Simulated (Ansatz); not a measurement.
Consider the ligand exchange at the Si–C bond: `[SiH3]C(Cl)Cl` + `N1[SiH2]P1` → `[SiH3]N1[SiH2]P1` + `ClCCl`.

Program: Ansatz. Geometries: PBE0-D4/def2-TZVP. ΔE: electronic, gas phase. CBS: MP2 limit from def2 TZ/QZ plus the TZ coupled-cluster correction, frozen cores. This one scheme is used for every species. Functionals use def2-TZVPP. HSE06 is defined as in plane-wave codes.

`[SiH3]C(Cl)Cl`:

Cartesian coordinates in Å:
```
Si 0.324 0.854 0.355
C -0.185 -0.862 -0.274
Cl -0.267 -0.839 -2.048
Cl -1.743 -1.316 0.447
H 0.422 0.798 1.835
H 1.643 1.194 -0.234
H -0.715 1.817 -0.073
H 0.521 -1.647 -0.007
```

`N1[SiH2]P1`:

```xyz
7

N    -0.434   -0.507   -0.838
Si   -0.161   -0.202    0.823
P     1.308   -0.169   -0.803
H    -1.067   -0.133   -1.525
H    -0.616    1.082    1.409
H    -0.344   -1.343    1.745
H     1.313    1.272   -0.812
```

`[SiH3]N1[SiH2]P1`:

Z-matrix (Å, degrees):
```
Si
N 1 1.715
H 1 1.486 2 109.6
H 1 1.486 2 108.3 3 120.3
H 1 1.490 2 112.0 3 -119.8
Si 2 1.709 1 149.0 3 -156.2
P 2 1.782 1 131.7 3 47.8
H 6 1.479 2 117.3 1 88.1
H 6 1.481 2 117.9 1 -51.7
H 7 1.437 2 99.7 1 79.9
```

`ClCCl`:

```xyz
5

Cl    1.565    0.571    0.260
C    -0.047   -0.116    0.073
Cl   -1.031    0.755   -1.101
H     0.060   -1.141   -0.269
H    -0.548   -0.069    1.036
```

```csv
level,ΔE (kJ/mol),difference from CCSD(T)/CBS
LDA (SPW92),-69.1,13.6
r2SCANh-D4,-82.1,0.6
HSE06-D4,-80.0,2.7
ωB97X-V,-82.6,0.1
B2PLYP,-86.4,-3.7
revPBE,-74.8,7.9
PBE0,-79.1,3.6
HSE06,-79.0,3.7
BHLYP,-91.5,-8.8
LC-ωPBE,-82.2,0.5
RPA@PBE/def2-TZVPP,-83.1,-0.4
HF/def2-SVP,-99.8,-17.1
CCSD/def2-SVP,-85.6,-2.9
HF/def2-TZVPP,-101.9,-19.2
MP2/def2-TZVPP,-87.4,-4.7
MP2/def2-QZVPP,-86.8,-4.1
CCSD(T)/CBS,-82.7,0
```

What do rigid-rotor, harmonic-oscillator terms from PBE0-D4/def2-TZVP frequencies (298.15 K, 1 bar) make of the CCSD(T)/CBS value? (Best estimate.)

The calculation gave: ΔZPE = +3.3 kJ/mol, ΔH = -79.0 kJ/mol, ΔS = 6 J/(mol·K), ΔG = -80.8 kJ/mol.

Largest T1 diagnostic among the species: 0.015.

Leaving LDA and LC-ωPBE aside and taking each functional with its dispersion term where it has one, the values, not all of them listed here, spread over 19.4 kJ/mol, from BHLYP-D4 to PBE-D4. LDA lies +3.9 kJ/mol from PBE without D4. From PBE to PBE0 (25 % exact exchange), in def2-TZVPP and without D4, ΔE moves by −6.2 kJ/mol. In def2-TZVPP, CCSD(T) changes the Hartree–Fock value by +17.3 kJ/mol (the triples alone add +2.7 kJ/mol) and MP2 by +14.5 kJ/mol.
